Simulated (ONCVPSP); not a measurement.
## Plane-wave convergence, ONCV potential for molybdenum (Mo)

* Element: molybdenum (Mo)
* Generator: ONCVPSP 4.0.1
* Type: optimised norm-conserving Vanderbilt (ONCV)
* Functional: LDA (Perdew-Zunger)
* Relativity: fully relativistic
* Frozen core: [Ar] 3d10
* Valence charge: 14
* Reference configuration: 4s2 4p6 4d5 5s0.75 5p0.25
* Partial waves: 4s+5s: rc 1.50 bohr, ncon 4, nbas 8, qcut 6.7 1/bohr, 3 projectors, debl 2.4 Ha; 4p+5p: rc 2.05 bohr, ncon 4, nbas 7, qcut 8 1/bohr, 2 projectors; 4d: rc 2.00 bohr, ncon 3, nbas 7, qcut 6.4 1/bohr, 2 projectors, debl 0.6 Ha
* Local potential: polynomial inside 1.20 bohr (lpopt 5, dvloc0 2 Ha)
* Core correction: none

Open shells are filled in proportion to 2j + 1.

For each optimised wave give the share of its norm inside rc, the residual kinetic energy above qcut (Ha) and the cutoffs (Ha) for errors of 10, 1, 0.1 and 0.01 mHa per electron.

```json
{"wave": "4s", "norm inside rc": "0.856", "residual KE": "2.0e-04", "10 mHa": "15.3", "1 mHa": "19.5", "0.1 mHa": "31.9", "0.01 mHa": "77.8"}
{"wave": "5s", "norm inside rc": "0.038", "residual KE": "6.1e-05", "10 mHa": "11.2", "1 mHa": "17.2", "0.1 mHa": "21.7", "0.01 mHa": "37.4"}
{"wave": "s projector 3", "norm inside rc": "0.082", "residual KE": "5.9e-04", "10 mHa": "16.1", "1 mHa": "21.4", "0.1 mHa": "34.2", "0.01 mHa": "60.1"}
{"wave": "4p j=3/2", "norm inside rc": "0.943", "residual KE": "2.3e-08", "10 mHa": "9.8", "1 mHa": "12.7", "0.1 mHa": "15.4", "0.01 mHa": "17.4"}
{"wave": "5p j=3/2", "norm inside rc": "0.026", "residual KE": "2.5e-09", "10 mHa": "5.8", "1 mHa": "9.1", "0.1 mHa": "11.8", "0.01 mHa": "14.2"}
{"wave": "4p j=1/2", "norm inside rc": "0.952", "residual KE": "2.0e-08", "10 mHa": "10.5", "1 mHa": "13.7", "0.1 mHa": "16.7", "0.01 mHa": "19.2"}
{"wave": "5p j=1/2", "norm inside rc": "0.029", "residual KE": "2.5e-09", "10 mHa": "6.2", "1 mHa": "9.7", "0.1 mHa": "12.6", "0.01 mHa": "15.0"}
{"wave": "4d j=5/2", "norm inside rc": "0.597", "residual KE": "9.7e-06", "10 mHa": "12.1", "1 mHa": "15.5", "0.1 mHa": "18.1", "0.01 mHa": "20.8"}
{"wave": "d projector 2 j=5/2", "norm inside rc": "0.152", "residual KE": "9.0e-06", "10 mHa": "11.4", "1 mHa": "15.2", "0.1 mHa": "18.1", "0.01 mHa": "20.5"}
{"wave": "4d j=3/2", "norm inside rc": "0.609", "residual KE": "1.1e-05", "10 mHa": "12.2", "1 mHa": "15.6", "0.1 mHa": "18.2", "0.01 mHa": "20.9"}
{"wave": "d projector 2 j=3/2", "norm inside rc": "0.150", "residual KE": "9.7e-06", "10 mHa": "11.5", "1 mHa": "15.3", "0.1 mHa": "18.1", "0.01 mHa": "20.6"}
```

The occupied waves need 20 Ha and 32 Ha for 1 and 0.1 mHa. 2 of 4 tests not solved or not reliable.
